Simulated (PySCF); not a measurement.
First SCF of a structure search on singlet [WH7]-, at a hand-made pentagonal bipyramidal geometry. PySCF input:

```python
from pyscf import gto, scf, dft
mol = gto.M(atom='''
W      0.000000     0.000000     0.000000
H      0.000000     0.000000     1.690000
H      0.000000     0.000000    -1.690000
H      1.690000     0.000000     0.000000
H      0.522200     1.607300     0.000000
H     -1.367200     0.993400     0.000000
H     -1.367200    -0.993400     0.000000
H      0.522200    -1.607300     0.000000''',
    basis={'W': 'def2-TZVPD', 'H': 'def2-TZVPD'},
    ecp={'W': 'def2-TZVPD'},
    charge=-1, spin=0)
mf = dft.RKS(mol, xc='PBE0')
mf.grids.atom_grid = (50, 194)
aux = {'W': 'def2-universal-JKFIT', 'H': 'def2-universal-JKFIT'}
mf = mf.density_fit(auxbasis=aux)
mf.conv_tol = 1e-08
mf.diis_space = 10
mf.max_cycle = 60
mf.init_guess = 'minao'
mf.verbose = 4
mf.kernel()
```

Excerpt of the output (cycles and frontier levels):

```
init E= -50.2617216541343
  HOMO = -0.412211309954912  LUMO = -0.333808413324724  gap/eV = 2.13345
cycle= 1 E= -71.0461124160663  delta_E= -20.8  |g|= 0.537  |ddm|= 8.15
  HOMO = -0.0913730455273091  LUMO = -0.0151703828995463  gap/eV = 2.07358
cycle= 2 E= -71.0530238255421  delta_E= -0.00691  |g|= 0.509  |ddm|= 1.05
  HOMO = -0.0772403259167631  LUMO = 0.0698809888804649  gap/eV = 4.00337
cycle= 3 E= -71.1090967628718  delta_E= -0.0561  |g|= 0.15  |ddm|= 0.682
  HOMO = -0.105178957436936  LUMO = 0.0272899156139671  gap/eV = 3.60466
cycle= 4 E= -71.1160413310373  delta_E= -0.00694  |g|= 0.0115  |ddm|= 0.198
  HOMO = -0.102903567095642  LUMO = 0.0309144345167194  gap/eV = 3.64137
cycle= 5 E= -71.1160895171472  delta_E= -4.82e-05  |g|= 0.000945  |ddm|= 0.0185
  HOMO = -0.103060412608014  LUMO = 0.0306694609813122  gap/eV = 3.63898
cycle= 6 E= -71.1160897868298  delta_E= -2.7e-07  |g|= 3.5e-05  |ddm|= 0.00123
  HOMO = -0.103065058895397  LUMO = 0.0306587109815969  gap/eV = 3.63881
cycle= 7 E= -71.1160897872634  delta_E= -4.34e-10  |g|= 7.24e-06  |ddm|= 0.000111
  HOMO = -0.103067713303335  LUMO = 0.0306579902036177  gap/eV = 3.63886
Extra cycle  E= -71.1160897872681  delta_E= -4.72e-12  |g|= 6.92e-06  |ddm|= 2.24e-05
converged SCF energy = -71.1160897872681
```

No lower solution of this spin was found from smeared starts or by a stability analysis within the restricted form, which does not test spin polarisation.

Stability towards spin polarisation was not tested. No spin–orbit coupling is included, which matters more the heavier the element.

The search for the lowest solution, 3 starts and the stability check together, took 28 s on 2 threads of a shared Intel Xeon @ 2.70GHz host, with 106 basis functions; the process peaked at 0.75 GiB. Launch command: `OMP_NUM_THREADS=2 python axn.py task.json out`.
